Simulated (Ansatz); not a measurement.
Hf3O12H12⁻, a hydroxylated oxide cluster, relaxed as a doublet with UKS PBE-D4/def2-SVP in Ansatz, starting from the PBE-D4/def2-SVP geometry of the neutral singlet. Force threshold 0.03 eV/Å.

In the def2 sets Hf takes a core potential; there is no spin–orbit coupling. The highest occupied level of the relaxed charge -1 doublet lies above zero (up to 1.00 eV). Energy differences disagree on whether the electron is bound (positive means bound): -0.16 eV (each at its own geometry, to the charge 0 singlet, at PBE0-D4/def2-TZVP), but 0.07 eV at PBE-D4/def2-TZVP. In the doublet geometry the species has come apart into loosely held pieces. The relaxation made no stability test and no search for a lower SCF solution. No other spin state of charge -1 was run.

Start:

Cartesian coordinates in Å:
```
Hf 0.215 -0.170 1.780
Hf -0.382 -1.952 -1.539
Hf -0.367 1.505 -1.150
O 0.868 3.338 2.804
O 1.092 2.487 -1.986
O 1.970 -0.957 1.407
O -0.435 -0.347 -0.232
O -2.077 2.392 -1.411
O 0.340 0.863 3.552
O 0.118 1.824 0.851
O 1.455 -2.502 -0.993
O -0.458 -0.061 -2.661
O -1.080 -1.580 2.198
O -1.681 -2.886 -0.334
O -0.710 -2.919 -3.217
H 1.843 3.363 2.809
H 0.661 2.484 3.305
H 2.004 2.710 -2.213
H 2.040 -1.607 0.666
H -2.625 3.170 -1.580
H -0.078 0.627 4.397
H 0.399 2.590 1.468
H 1.962 -3.291 -1.244
H -0.450 0.021 -3.629
H -1.475 -2.168 1.511
H -2.140 -3.731 -0.470
H -1.009 -3.203 -4.090
```

**Question.** Estimate the energy that the relaxation releases and the steps that it takes.

**Answer.** 0.35 eV, in 33 steps; 3.1 min on 2 threads of AMD EPYC 7R13 on a shared host and a share (18 GiB) of an NVIDIA H100 80GB HBM3. The force fell under the threshold at step 29, but the optimiser went on. No frequencies were taken in this run, so the end may be a saddle point.

**Question.** Does the start keep its bonding?

**Answer.** By distances, no bond broke or formed. The bond that changes most is Hf1–O7, from 2.12 to 2.07 Å (atoms count from 1).

**Question.** Predict the relaxed structure.

**Answer.** 
```csv
atom,x (Å),y (Å),z (Å)
Hf1,0.1055,-0.2386,1.7893
Hf2,-0.2939,-1.8990,-1.5372
Hf3,-0.3874,1.4389,-1.1599
O4,1.0059,3.2711,2.8783
O5,0.9376,2.4837,-2.2195
O6,1.8031,-1.1942,1.5498
O7,-0.6173,-0.3714,-0.1486
O8,-1.9599,2.6376,-1.3821
O9,0.2094,0.8588,3.5529
O10,0.2006,1.7632,0.8393
O11,1.5318,-2.5527,-0.9414
O12,-0.9883,-0.0865,-2.6064
O13,-1.2698,-1.5501,2.3363
O14,-1.3906,-2.9715,-0.1925
O15,-0.6475,-2.8971,-3.2323
H16,1.9616,3.0848,2.8146
H17,0.6605,2.4227,3.3140
H18,1.7853,2.0723,-2.4693
H19,1.8608,-1.8044,0.7653
H20,-1.9885,3.3634,-2.0318
H21,-0.3284,0.6262,4.3281
H22,0.4733,2.5307,1.4275
H23,2.2349,-2.0519,-1.4058
H24,-0.6547,-0.0177,-3.5232
H25,-1.5153,-2.1773,1.6083
H26,-1.4960,-3.9260,-0.3537
H27,-1.2325,-2.8150,-4.0001
```
Bond lengths (bridged metal pairs left out): 15 × Hf–O 1.96 to 2.22 Å; 12 × H–O 0.97 to 1.01 Å.
